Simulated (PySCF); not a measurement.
PBE0 on S- (sulfur, charge -1), [Ne] 3s2 3p5, 2P determinant. Computed with PySCF 2.14 in x2c-QZVPPall with one added diffuse shell each of s, p, d, f type (10s7p5d3f1g, 86 functions), with the spin-free X2C one-electron Hamiltonian (Gaussian nucleus).

```
cycle= 1 E= -399.153697732326  delta_E= -0.00843  |g|= 0.0184  |ddm|= 0.108
cycle= 2 E= -399.153843343454  delta_E= -0.000146  |g|= 0.0145  |ddm|= 0.032
cycle= 3 E= -399.153976066343  delta_E= -0.000133  |g|= 0.00483  |ddm|= 0.0176
cycle= 4 E= -399.153990723624  delta_E= -1.47e-05  |g|= 0.000989  |ddm|= 0.00442
cycle= 5 E= -399.153992298272  delta_E= -1.57e-06  |g|= 0.000187  |ddm|= 0.00213
cycle= 6 E= -399.15399240874  delta_E= -1.1e-07  |g|= 4.27e-05  |ddm|= 0.000708
cycle= 7 E= -399.153992414575  delta_E= -5.83e-09  |g|= 3.22e-06  |ddm|= 0.000191
cycle= 8 E= -399.153992414595  delta_E= -2.02e-11  |g|= 4.8e-07  |ddm|= 9.1e-06
converged SCF energy = -399.153992414595  <S^2> = 0.75598535  2S+1 = 2.0059764
```

Highest occupied orbital energy: 0.126 eV; ⟨L²⟩ = 2.03; populations by l: s 6.00, p 11.00, d 0.00, f 0.00.

(1) Can this result be used?

## Answers

(1) With care. The calculation finished and met its thresholds. At PBE0 the highest occupied level has a positive energy, so only the finite basis holds that electron; in a semilocal or global hybrid functional this comes from self-interaction and does not mean that the real anion is unbound.
